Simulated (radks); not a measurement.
Q: These are the eigenvalues of the occupied orbitals of an atom or ion with whole-number occupations (eV). Calculated with a radial shooting solver on a logarithmic mesh with Libxc functionals: scalar-relativistic Kohn-Sham, LB94 model potential, spin-polarised, spherical densities, finite nucleus; Fermi nuclear charge, rms radius of each element as measured or else 0.836 A^(1/3) + 0.57 fm.

orbital  eigenvalue
1s        -18990.99
2s        -2731.297
2p        -2450.878
3s        -518.7582
3p        -426.8003
3d        -276.1563
4s        -127.7470
4p        -102.6301

Which element is it, and in what charge state? The configuration may be excited. Open shells, if any, are filled with parallel spins first.

A: Z = 41, niobium, charge +5: Nb5+ in [Kr]. The list shows which subshells hold electrons but not how many an open one holds; the 1s level, -697.91 hartree, gives Z - s = 37.4 by -(Z - s)^2/2, which with screening and relativity narrows Z to a few neighbours, and the depths of the outer levels then fix element, charge and occupations together.
